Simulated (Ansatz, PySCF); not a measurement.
Series CXY, Y = amino, computed as singlets and as triplets. Gas-phase values, no solvent. One relaxed conformer stands for each flexible species; it need not be the lowest. Strings in code marks are SMILES.

Quantity: adiabatic spin-state energy, in kJ/mol. HF references are unrestricted for open shells and restricted for singlets.

Level 1: frozen-core CCSD(T)/cc-pVTZ // PBE0-D4/def2-SVP (Ansatz, a program for electronic structure)
Level 2: B3LYP-D3(BJ)/def2-TZVP // PBE0-D4/def2-SVP (PySCF)
Level 3: frozen-core MP2/cc-pVTZ // PBE0-D4/def2-SVP (Ansatz)
Level 4: HF/cc-pVTZ // PBE0-D4/def2-SVP (Ansatz)

```
species                                       level 2  level 3  level 4
--------------------------------------------  -------  -------  -------
`N[C]O`: multiplicity 3 minus multiplicity 1    212.8    222.9    135.5
`[CH]N`: multiplicity 3 minus multiplicity 1    138.1    143.1     63.0
```

What does level 1 give for each?


- `N[C]O`: multiplicity 3 minus multiplicity 1: 222.4
- `[CH]N`: multiplicity 3 minus multiplicity 1: 146.6
